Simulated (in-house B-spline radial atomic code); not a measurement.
The numbers below are computed, except where a source is named.
# Stopping and range of 2 keV P in InSb

The pair potential comes from two frozen, spherical free-atom densities (PBE, B-spline radial code, scalar-relativistic past argon): electrostatics plus the change in Thomas-Fermi kinetic and Dirac exchange energy where they overlap, the recipe behind the universal ZBL potential, which averages such potentials (from solid-state densities) over many pairs. It is written V = (Z1 Z2 e²/r) φ(r/a), with e² = 14.3996 eV·Å and a = 0.46850 Å/(Z1^0.23 + Z2^0.23); ZBL's fit is φ = 0.18175 e^(−3.1998x) + 0.50986 e^(−0.94229x) + 0.28022 e^(−0.4029x) + 0.02817 e^(−0.20162x). Where φ falls below 4e-4 it is continued as an exponential.

The target is taken as amorphous, with density 5.77 g/cm³ (NSM archive of the Ioffe Institute); channelling is ignored. Masses: P 30.97, In 114.82, Sb 121.76 u. Nuclear stopping is S_n = 4π a Z1 Z2 e² M1/(M1 + M2) × s_n(ε), with s_n integrated over impact parameters for each pair. Electronic stopping is Lindhard and Scharff's S_e = Z1^(1/6) 8π e² a0 Z1 Z2/(Z1^(2/3) + Z2^(2/3))^(3/2) × v/v0, with a0 = 0.529177 Å and v = v0 at 24.801 keV/u; it misses the oscillations with Z1 seen in experiment, which reach tens of per cent. Compounds add by atom fraction.

```csv
target atom,a (Å),ε at this energy,"s_n, this pair","s_n, ZBL potential"
In,0.10865,0.01617,0.2039,0.1958
Sb,0.10809,0.01564,0.2023,0.1935
```

Task: What are the atom density and the stopping powers at entry?

Result: N = 5.77 × 0.602214/118.29 = 0.02938 atoms/Å³. For In: S_n = 3070 × 0.2039 = 625.9 eV·Å², S_e = 2.9353 × √2000 = 131.3 eV·Å². For Sb: S_n = 3034 × 0.2023 = 613.6 eV·Å², S_e = 2.9718 × √2000 = 132.9 eV·Å². Averaged over the target's atoms (half each) and times N × 10 Å/nm, the ion loses N S_n = 182 eV/nm to recoils and N S_e = 38.8 eV/nm to electrons; the nuclear share is 82 %.

Along the track:

```tsv
E (keV)	N S_n (eV/nm)	N S_e (eV/nm)
0.1	46.2	8.68
0.3	80.8	15
0.6	112	21.3
1	140	27.4
1.5	164	33.6
2	182	38.8
```

Task: Estimate the path length and the projected range.

Result: With continuous slowing down the path is the integral of dE/(N (S_n + S_e)). Trapezoids over the table give 13.4 nm, and the stretch below the first row, with stopping taken as √E, adds 2E/(N S) = 3.6 nm: 17.1 nm in all, against 16.1 nm on a fine grid from 5 eV, a cut that itself drops some per cent of so short a path. Deflections shorten the depth: to first order in the energy passed on, N (S_n + S_e) dR_p/dE = 1 − N S_n (M2/M1) R_p/(2E), summed over the target's atoms, and integrating this on the fine grid gives R_p = 4.16 nm, 0.26 of the path. Lindhard's rule of thumb R/(1 + M2/3M1), with mean M2/M1 = 3.82, gives 7.09 nm; it is meant for M2/M1 below about 2. On the ZBL potential the same equation gives 4.32 nm, and the full integral equation, which keeps hard collisions, 4.43 nm.
